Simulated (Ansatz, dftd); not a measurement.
System: C$_{2}$H$_{3}$I, charge 0, singlet. C2H3I (iodoethene, SMILES C=CI).
B3LYP-D3(BJ)/def2-TZVP minimum from Ansatz (a program for electronic structure):
```xyz
6

C     -2.4353     0.3634     0.1627
C     -1.2336     0.9101     0.1519
I      0.5467    -0.1869    -0.0466
H     -2.5965    -0.7019     0.0692
H     -3.3107     0.9944     0.2691
H     -1.0558     1.9716     0.2441
```
Charge 0, spin multiplicity 1.

Property: atomisation energy (electronic, to ground-state atoms), in kcal/mol. UHF or UKS for unpaired electrons; spin-orbit terms are left out. Correlated methods leave the cores frozen (noble-gas shells, and filled d and f shells in the p block). Past Kr the def2 sets carry scalar-relativistic core potentials. CBS(X,Y): correlation extrapolated as X^-3, Hartree-Fock from the larger set. A bracket is a step between two methods taken in the basis named. For partners of very few electrons the exact lower level stands in for a higher one. Spin-orbit terms, left out, reach several kcal/mol for Br and I, and more for heavier atoms.

| level | program | atomisation energy (kcal/mol) | difference against the last row |
|---|---|---|---|
| B3LYP-D3(BJ)/def2-TZVPD | Ansatz + dftd3 | 519.3 | 1.7 |
| r2SCANh/def2-TZVPD | Ansatz | 515.5 | -2.1 |
| MP2/def2-TZVPP | Ansatz | 513.3 | -4.3 |
| MP2/CBS(def2-TZVPP,def2-QZVPP) | Ansatz | 526.4 | 8.8 |
| CCSDT(Q)/def2-SVP | Ansatz | 492.5 | -25.1 |
| CCSD(T)/CBS(def2-TZVPP,def2-QZVPP) + [CCSDT(Q) - CCSD(T)]/def2-SVP | Ansatz | 517.6 | 0.0 |
